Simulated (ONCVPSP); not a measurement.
# Bi (Z = 83), ONCV: configuration errors across variants

ONCVPSP 4.0.1 input, shortened (lines: element, Z, core and valence counts, functional; n l f; lmax; l rc ep ncon nbas qcut; lloc lpopt rc5 dvloc0; l nproj debl; icmod fcfact rcfact), PBE, scalar-relativistic:

```
  Bi 83.00   10    5        4      upf
    1    0    2.00
    2    0    2.00
    2    1    6.00
    3    0    2.00
    3    1    6.00
    3    2   10.00
    4    0    2.00
    4    1    6.00
    4    2   10.00
    4    3   14.00
    5    0    2.00
    5    1    6.00
    5    2   10.00
    6    0    2.00
    6    1    3.00
    2
    0    1.25    0.00    3    7   10.80
    1    1.45    0.00    4    8   10.00
    2    1.15    0.00    3    7    7.20
    4    3    0.80    3.00
    0    2    0.90
    1    2    1.70
    2    2    3.80
    3    2.75    1.25
```

All-electron excitation energies from the reference (eV): (1) 5s2 5p6 5d10 6s2 6p2 7.913; (2) 5s2 5p6 5d10 6s2 6p1 23.160; (3) 5s2 5p6 5d10 6s2 6p0 46.503; (4) 5s2 5p6 5d10 6s0 6p5 20.502.

4 further variants failed, have other tests or too few solved ones, and are left out.

Errors AE − PS in meV (a dash: test not solved or not reliable):

| change | (1) | (2) | (3) | (4) | bound ghosts | GHOST(+) flags above zero |
| --- | --- | --- | --- | --- | --- | --- |
| base | -3.3 | -11 | -23 | -3.8 | none | s |
| s: qcut 7.2; p: qcut 6.7; d: qcut 4.8 | -3.3 | -11 | -23 | -12 | none | s |
| s: qcut 8.4; p: qcut 7.7; d: qcut 5.6 | -3.3 | -11 | -23 | -7.5 | none | s |

Question: Give the same row for: s: qcut 9.4; p: qcut 8.7; d: qcut 6.3.

Answer: -3.3, -11, -23, -5.4; bound ghosts: none; GHOST(+) flags above zero: s, p.
